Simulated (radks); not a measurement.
Coherent X-ray form factor from a spherical all-electron density. Calculated with a radial shooting solver on a logarithmic mesh with Libxc functionals: Dirac Kohn-Sham, Wu-Cohen GGA, spin-unpolarised, spherical densities, finite nucleus; Fermi nuclear charge, rms radius of each element as measured or else 0.836 A^(1/3) + 0.57 fm.

sin(theta)/lambda (1/angstrom)  f0 (electrons)
0.05                                     0.936
0.1                                      0.778
0.15                                     0.596
0.2                                      0.435
0.25                                     0.311
0.3                                      0.221
0.4                                      0.114
0.5                                      0.062
0.6                                      0.036
0.8                                      0.014
1                                        0.006
1.25                                     0.003
1.5                                      0.001
2                                        0.000

The species is in the configuration that NIST lists as its ground one. Which atom or ion scatters so?

Answer. Neutral hydrogen, 1s1. Extrapolating in s^2 from the first two rows gives f0(0) = 1.0, near the electron count 1; among species with that count, the fall with angle is slower the higher Z, and the table is that of Z = 1; from so few rows the species is fixed only to a neighbour or two.
